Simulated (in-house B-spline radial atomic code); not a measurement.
Values are calculated unless marked as measured or tabulated.
# Correlation energy from the adiabatic connection: ω²r²/2 − Z/r, ω = 0.722, Z = 1.5

Two electrons in a singlet, external potential ω²r²/2 − Z/r, ω = 0.722, Z = 1.5 (atomic units). Full CI in B-splines (partial waves to l = 8, correlation up to 0.6 % small) with the density held fixed gives W(λ) = <V_ee>_λ − U, and E_c is the integral of W(λ) − W(0) from 0 to 1.

```json
{"λ": "0", "W(λ) − W(0) (hartree)": "0.00000"}
{"λ": "0.02", "W(λ) − W(0) (hartree)": "-0.00183"}
{"λ": "0.05", "W(λ) − W(0) (hartree)": "-0.00455"}
{"λ": "0.12", "W(λ) − W(0) (hartree)": "-0.01073"}
{"λ": "0.25", "W(λ) − W(0) (hartree)": "-0.02172"}
{"λ": "0.4", "W(λ) − W(0) (hartree)": "-0.03363"}
{"λ": "0.6", "W(λ) − W(0) (hartree)": "-0.04836"}
{"λ": "0.8", "W(λ) − W(0) (hartree)": "-0.06191"}
{"λ": "1", "W(λ) − W(0) (hartree)": "-0.07441"}
```

Integrate the table by the trapezoid rule.

The strips give -0.00002, -0.00010, -0.00053, -0.00211, -0.00415, -0.00820, -0.01103, -0.01363, which sum to -0.03977 hartree. The direct value, W(1) − W(0) + T_c with T_c = 0.03457, is -0.03984; the curve is convex, so chords lie above it and the trapezoids fall short in size by 0.19 %.

Now use only three numbers: W(0) = -0.98722, the initial slope W'(0) = -0.09196 (extrapolated from the first points) and the strong-coupling limit of the point-charge-plus-continuum model, W∞ = -1.3824. What do second-order theory and the interpolation W(λ) = W∞ + (W(0) − W∞)/√(1 + 2χλ) of Seidl, Perdew and Levy give?

Second order keeps the slope alone: E_c = W'(0)/2 = -0.04598, +15 % in size against -0.03984. Matching the slope fixes χ = W'(0)/(W∞ − W(0)) = -0.09196/(-0.39518) = 0.23270. Integrating, with s = √(1 + 2χ) = 1.210540, E_c = −(W(0) − W∞)(s − 1)/(s + 1) = −0.39518 × 0.210540/2.210540 = -0.03764 hartree, -5.5 % in size against the full result. At λ = 1 the formula gives W − W(0) = -0.06873 against -0.07441. Part of the miss can come from the model's W∞.
